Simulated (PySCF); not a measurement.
Compound: C₆H₁₁O (doublet state).
SMILES with atom numbers: `[CH2:1][CH2:2][C@H:3]1[CH2:4][CH2:5][CH2:6][O:7]1` (hydrogens: H8, H9 on C1; H10, H11 on C2; H12 on C3; H13, H14 on C4; H15, H16 on C5; H17, H18 on C6)

Cartesian coordinates in Å at the GFN2-xTB level; atoms count from 1:
```
atom  x, y, z in Å
C1     2.599   -0.061    0.512
C2     1.562    0.005   -0.520
C3     0.227   -0.673   -0.071
C4    -0.434    0.068    1.107
C5    -1.884    0.243    0.653
C6    -1.719    0.263   -0.865
O7    -0.707   -0.682   -1.136
H8     2.734    0.738    1.215
H9     3.125   -0.980    0.686
H10    1.332    1.039   -0.785
H11    1.876   -0.529   -1.421
H12    0.443   -1.719    0.173
H13   -0.348   -0.493    2.035
H14    0.040    1.040    1.247
H15   -2.347    1.149    1.038
H16   -2.483   -0.618    0.949
H17   -2.612   -0.045   -1.412
H18   -1.415    1.263   -1.210
```

The hyperfine couplings belong to this conformer and change with its torsions.

Computed with UKS B3LYP, pcH-1 on C H O, non-relativistic, mean-field spin-orbit, GIAO (PySCF). Geometry: GFN2-xTB, one conformer, isolated molecule. The geometry wasn't refined by DFT: couplings that depend on bond lengths, twists or pyramidal angles can differ widely from those at the functional's own minimum. Stability of the SCF solution: not tested.

Problem. Where do the isotropic ENDOR lines of H8/H9, H11, H10, H12, H13, H17 and H18 fall at 3363.7 mT, to first order?

Solution. ν± = |νn ± a/2|, one line for each electron-spin manifold; νn = |g_N| × 7.62259 MHz/T × B.

```csv
nuclei,isotope,g_N,νn (MHz),a_iso (MHz),lower line (MHz),upper line (MHz)
H8/H9,1H,5.5857,143.22,-61.62,112.41,174.03
H11,1H,5.5857,143.22,61.09,112.67,173.76
H10,1H,5.5857,143.22,22.13,132.15,154.28
H12,1H,5.5857,143.22,-5.41,140.51,145.92
H13,1H,5.5857,143.22,5.35,140.54,145.89
H17,1H,5.5857,143.22,3.36,141.54,144.90
H18,1H,5.5857,143.22,0.76,142.84,143.60
```

Problem. Which pairs are centred on the nuclear Larmor frequency, and which on half the coupling?

Solution. Centred on νn, since |a| < 2νn: H8/H9, H11, H10, H12, H13, H17 and H18. No pair has |a| > 2νn.

Problem. At what field would the lower line of H8/H9 fall to zero frequency?

Solution. Where νn = |a|/2, that is B = 30.81 MHz/(5.5857 × 7.62259 MHz/T) = 724 mT, as far as first order holds there.

Class means assume fast exchange of nuclei equivalent by connectivity; if that motion is slow, each nucleus keeps its own coupling.
